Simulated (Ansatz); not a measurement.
Stepwise reaction of `CBO[SiH2]C` with hydrogen, as a gas-phase model of exchange steps in deposition or etching. ΔE in kJ/mol; ΔG adds harmonic PBE0-D4 terms to CCSD(T)/CBS, at 1 bar.

Calculated with Ansatz (gas phase, PBE0-D4/def2-TZVP geometries, no zero-point term in ΔE). CBS: MP2 limit from def2 TZ/QZ plus the TZ coupled-cluster correction, frozen cores. This one scheme is used for every species. DFT in def2-TZVPP. B3LYP here is the variant with VWN-RPA as its local correlation; programs differ in this. Each species was taken in one conformer, which may not be the lowest.

| step | reaction | PBE-D4 | B3LYP-D4 | ωB97M-V | CCSD(T)/CBS | ΔG(400 K) |
| --- | --- | --- | --- | --- | --- | --- |
| 2 | `BO[SiH2]C` + H₂ → `BO[SiH3]` + CH₄ | -14.6 | -20.4 | -16.9 | -17.3 | -11.6 |

**Question.** Give the row of step 1, `CBO[SiH2]C` + H₂ → `BO[SiH2]C` + CH₄. (An estimate is asked.)

**Answer.** The calculation gave: 
```
step                               reaction  PBE-D4  B3LYP-D4  ωB97M-V  CCSD(T)/CBS  ΔG(400 K)
   1  `CBO[SiH2]C` + H₂ → `BO[SiH2]C` + CH₄    -9.8     -16.5    -14.0        -14.6       -5.2
```

**Question.** By hand: ΔE of the 2 steps together at CCSD(T)/CBS.

**Answer.** (-14.6) + (-17.3) = -31.9 kJ/mol, or -15.9 kJ/mol a step.

In ΔE the steps differ by no more than 2.7 kJ/mol. All are downhill at CCSD(T)/CBS. ΔG lies between -11.6 and -5.2 kJ/mol a step. PBE-D4 differs from CCSD(T)/CBS by 2.7 to 4.8 kJ/mol a step. Only this route is followed, and other bonds may react first. Isolated molecules leave out the surface, adducts and barriers. Largest T1 diagnostic: 0.013.
